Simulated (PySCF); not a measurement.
Compound: C6H8FOP.
Atom-mapped SMILES: `[CH3:1][O:2][C:3]([F:4])=[C:5]=[P:6][CH:7]1[CH2:8][CH2:9]1`

Structure used (GFN2-xTB), in Å, numbered top down from 1:
```
atom  x, y, z in Å
C1     3.403   -1.026    0.449
O2     2.115   -0.673    0.915
C3     1.498    0.361    0.316
F4     2.120    0.795   -0.819
C5     0.350    0.868    0.680
P6    -0.843    1.794    1.307
C7    -2.351    0.990    0.608
C8    -2.405   -0.499    0.401
C9    -2.341    0.408   -0.779
H10    3.722   -1.853    1.079
H11    4.102   -0.191    0.551
H12    3.375   -1.345   -0.597
H13   -3.268    1.474    0.930
H14   -1.520   -1.066    0.651
H15   -3.332   -1.010    0.616
H16   -3.221    0.532   -1.391
H17   -1.412    0.454   -1.329
```

NICS is the negative of the GIAO shielding at a point without a nucleus: at the ring centre (0) and 1 Å above and below it (1); zz is the component along the ring normal. Level: GIAO PBE0/pcSseg-1 (PySCF, non-relativistic, gas phase) on the GFN2-xTB geometry, one conformer.

Ring bond lengths (Å), with Mayer bond orders in brackets: C7–C8 1.504 (0.92), C8–C9 1.489 (0.98), C9–C7 1.504 (0.92).

**Question.** Give the NICS values of each ring in ppm.

**Answer.** 
```csv
ring,type,NICS(0),"NICS(1), two faces","NICS(1)zz, two faces",rms pucker (Å),"centre to ring atoms, mean (Å)"
C7–C8–C9,3-membered carbocycle; formal bonds all single,-43.7,-8.1 / -8.9,-23.4 / -25.1,0.00,0.87
```

**Question.** What do they say, and how far can they be read as aromaticity?

**Answer.** 
- C7–C8–C9: mean NICS(1)zz -24.3 ppm, shielded. C7, C8, C9 have four or more neighbours, so the value isn't read as a sign of a π ring current. NICS(0) lies 35 ppm below the mean NICS(1).

**Question.** List the ring angles and the Hirshfeld charges of the ring atoms.

**Answer.** 
- C7–C8–C9: C7 59.4° (-0.097 e), C8 60.3° (-0.086 e), C9 60.3° (-0.087 e); sum 180.0° against 180° for a flat convex ring.

On Arm Neoverse V1, one thread, no GPU, shared host, this took 45 s wall (with the writing of density and orbital grids) and 0.93 GiB of memory at its peak. This is the whole shielding run at PBE0/pcSseg-1, SCF included.
